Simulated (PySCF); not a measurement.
**Working out the excitation energy of Ga**

Ga [Ar] 3d10 4s2 4p1 (2P) → Ga [Ar] 3d10 4s1 4p2 (4P). All numbers are calculated (PySCF 2.14, a scalar-relativistic core potential, in aug-cc-pwCVDZ-PP with ECP10MDF (6s5p4d1f, 48 functions)). Frozen: 3s2 3p6 3d10. Energies in hartree (1 hartree = 27.21139 eV):

```csv
part,Ga (lower),Ga (upper)
UHF,-258.291442,-258.169348
CCSD correlation,-0.045090,-0.011170
(T),-0.000660,-0.000051
```

Problem. What does Hartree-Fock give?

Solution. (-258.169348) − (-258.291442) = 0.122094 hartree = 3.322 eV.

Problem. What do CCSD and CCSD(T) give?

Solution. The CCSD correlation energies differ by 0.033920 hartree = 0.923 eV and the triples by 0.000609 hartree = 0.017 eV, so CCSD gives 4.245 eV and CCSD(T) 4.262 eV.

A double-zeta basis recovers only part of the correlation energy.
